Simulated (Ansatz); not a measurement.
Coupled-cluster diagnostics for the cluster Mg₃N₂⁻, Ansatz.

Geometry of the doublet (B3LYP-D4/def2-SVPD):

```xyz
5

Mg    2.068    1.489   -1.020
Mg   -3.048    0.158   -0.223
Mg    1.649   -1.712    1.314
N    -0.404   -0.438    0.307
N    -0.265    0.504   -0.378
```

Correlated methods freeze 5 core orbitals; core or outer-core shells of Mg are correlated, in sets that lack core-valence functions. In CCSD on the charge -1 doublet the largest single amplitude is 0.16, so its Hartree–Fock determinant may place the open shell otherwise than the density functionals do. The structure comes from a short search, and lower isomers may exist.

Geometry of the charge -1 quartet (B3LYP-D4/def2-SVPD):

Cartesian coordinates in Å:
```
Mg 0.1695 -1.5503 -1.9990
Mg 0.1158 -1.2184 1.0031
Mg -0.1784 1.6442 1.9216
N -0.0956 0.9494 0.0122
N -0.0112 0.1751 -0.9380
```

Problem. Estimate the CCSD(T) correlation energy, the shares of MP2 and (T), T1 and the reference's ⟨S²⟩ for: charge -1, doublet, own geometry in def2-SVPD; charge -1, quartet, own geometry in def2-SVPD; and the rough time on 4 threads of Arm Neoverse V1 on a shared host.

Solution. 
```
                           state      basis  correlation (eV)  MP2 share (%)  (T) share (%)     T1  ⟨S²⟩ (pure)  wall time                        remarks
charge -1, doublet, own geometry  def2-SVPD           -13.253           86.3            4.4  0.045  1.18 (0.75)       67 s  spin-contaminated (⟨S²⟩ 1.18)
charge -1, quartet, own geometry  def2-SVPD           -13.011           87.0            5.4  0.043  4.36 (3.75)       59 s  spin-contaminated (⟨S²⟩ 4.36)
```
Customary marks for T1 are 0.02 (closed shells), 0.045 (open shells) and about 0.05 (3d metals). T1 exceeds 0.02 in 2 of 2 rows and 0.045 in 0; the higher it lies, the less the single-reference result can be trusted.
